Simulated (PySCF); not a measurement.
Si(Cl)2(F)(SiH3) (Cl2FH3Si2), SMILES F[Si]([SiH3])(Cl)Cl.

Geometry optimised at r2SCAN-D4/def2-SVP. This is a generated structure with no PubChem entry under its InChIKey; it may be hypothetical.

Computed with r2SCAN-D4/def2-SVP (PySCF 2.14.0).

Frequencies are harmonic and unscaled.

```
mode  ν (cm⁻¹)  IR (km/mol)  Raman (Å⁴/amu)  depolarisation  moving atoms (share of kinetic energy)
----  --------  -----------  --------------  --------------  --------------------------------------
1           97          0.5             1.3            0.75                Cl 47 %, Si 34 %, H 15 %
2          115          0.7             1.1            0.69        F 32 %, Cl 30 %, Si 27 %, H 11 %
3          115          0.0             0.0               –                                  H 96 %
4          184          4.0             2.5            0.70                Cl 66 %, Si 20 %, F 11 %
5          239         27.7             4.5            0.48                Si 42 %, F 37 %, Cl 17 %
6          242         10.1             1.3            0.75                         F 59 %, Cl 32 %
7          396          3.2            13.7            0.04                Cl 44 %, Si 39 %, F 14 %
8          508         38.0            12.8            0.75                H 76 %, Si 13 %, Cl 11 %
9          513         21.4             9.1            0.74                         H 77 %, Si 17 %
10         586        159.6             1.4            0.55                 Si 69 %, Cl 20 %, H 9 %
11         617        141.9             1.1            0.75                 Si 65 %, Cl 26 %, H 8 %
12         853        173.5             5.0            0.68                         H 84 %, Si 13 %
13         904         42.4             6.5            0.61                 F 44 %, Si 35 %, H 21 %
14         924         42.9            22.4            0.75                                  H 97 %
15         928         88.8            20.1            0.72                  H 80 %, Si 11 %, F 9 %
16        2227         34.9           249.3            0.01                                  H 99 %
17        2243         64.4           117.1            0.75                                  H 96 %
18        2244         61.9            96.4            0.75                                  H 96 %
```
